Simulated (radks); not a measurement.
Results of a calculation; reference values are marked as such.
Task: The cadmium ion Cd+, 47 electrons, occupied as [Kr] 4d10 5s1. Level of theory: Dirac Kohn-Sham, PBEsol, spin-unpolarised, spherical densities, point nucleus; speed of light set to 13703.6 atomic units (100 times the physical value, a model run) (a radial shooting solver on a logarithmic mesh with Libxc functionals). Some entries of the table are withheld. Estimate them.

orbital  occ.  eigenvalue (hartree)  <r^2> (bohr^2)  <1/r> (bohr^-1)
1s1/2       2             -942.4028        0.001346            47.46
2s1/2       2             -137.2083         0.02217            10.81
2p1/2       2                   (1)         0.01674              (2)
2p3/2       4                   (3)         0.01674              (4)
3s1/2       2             -25.71268          0.1576            3.864
3p1/2       2             -21.95233          0.1528            3.784
3p3/2       4             -21.95221          0.1528            3.784
3d3/2       4                   (5)          0.1331            3.636
3d5/2       6                   (6)          0.1331            3.636
4s1/2       2              -3.91202          0.9385            1.507
4p1/2       2              -2.70812           1.087            1.392
4p3/2       4              -2.70810           1.087            1.392
4d3/2       4              -0.77782           1.919            1.069
4d5/2       6              -0.77781           1.919            1.069
5s1/2       1              -0.45427           8.556           0.4642

Result: 
(1) 2p1/2 eigenvalue (hartree): -127.9535
(2) 2p1/2 <1/r> (bohr^-1): 10.82
(3) 2p3/2 eigenvalue (hartree): -127.9529
(4) 2p3/2 <1/r> (bohr^-1): 10.82
(5) 3d3/2 eigenvalue (hartree): -14.98648
(6) 3d5/2 eigenvalue (hartree): -14.98645
